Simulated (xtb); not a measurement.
Si(Me)2(Cl)2 (C₂H₆Cl₂Si), SMILES C[Si](Cl)(Cl)C. All values are semi-empirical tight-binding results from xtb (GFN2-xTB unless named), good for trends rather than for accurate numbers. The structure is a stationary point at GFN2-xTB. The isomer is the one that the SMILES or the coordinates give; other isomers of the formula were not compared.

Optimised geometry:

```xyz
11

C      1.3638     0.0031     1.5797
Si     0.3059     0.0001     0.0000
C      1.3638     0.0031    -1.5797
Cl    -0.8841    -1.6486     0.0000
Cl    -0.8889     1.6451     0.0000
H      1.9964     0.8843     1.6292
H      0.7422    -0.0040     2.4717
H      2.0078    -0.8702     1.6238
H      0.7422    -0.0040    -2.4717
H      1.9964     0.8843    -1.6292
H      2.0078    -0.8702    -1.6238
```

### Question
Estimate the properties. (An estimate is asked for; the answer gives what the named calculation found.)

### Answer

The point group as xtb finds it is C2v. The orbital gap comes out as 6.61 eV and the dipole moment is 2.51 D. The zero-point energy comes out as 48.1 kcal/mol and the G − E(el) at 298.15 K (modified RRHO) is 27.3 kcal/mol. The static polarisability (D4 model) is 81.0 bohr³, the solvation energy, GFN2-xTB/ALPB(water) is -2.5 kcal/mol and the solvation energy, GFN2-xTB/ALPB(benzene) comes out as -5.3 kcal/mol.

### Question
Give the atomic charges and the Wiberg bond orders between heavy atoms. (The exact figures need the calculation; the answer reports its results.)

### Answer
charges (e) C1 -0.20, Si2 0.55, C3 -0.20, Cl4 -0.23, Cl5 -0.23, H6 0.05, H7 0.06, H8 0.05, H9 0.06, H10 0.05, H11 0.05. Bond orders C1–Si2 0.90, Si2–C3 0.90, Si2–Cl4 1.07, Si2–Cl5 1.07.
